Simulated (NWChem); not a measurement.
Molecule: C₂H₃Cl₃; SMILES CC(Cl)(Cl)Cl

Results from NWChem. The level has its own optimisation; frequencies are unscaled.

Question: Predict the results for LDA (Slater exchange, VWN5)/def2-SVP. Quantities: r C–C (Å); r C–H (Å); r C–Cl (Å); highest harmonic frequency (cm⁻¹); lowest (cm⁻¹); zero-point energy (kcal/mol); dipole (D).

Answer: The r C–C (Å) is 1.498 and the r C–H (Å) comes out as 1.109. The r C–Cl (Å) comes out as 1.778, the highest harmonic frequency (cm⁻¹) comes out as 3097 and the lowest (cm⁻¹) is 234. The zero-point energy (kcal/mol) is 28.8 and the dipole (D) is 1.60.
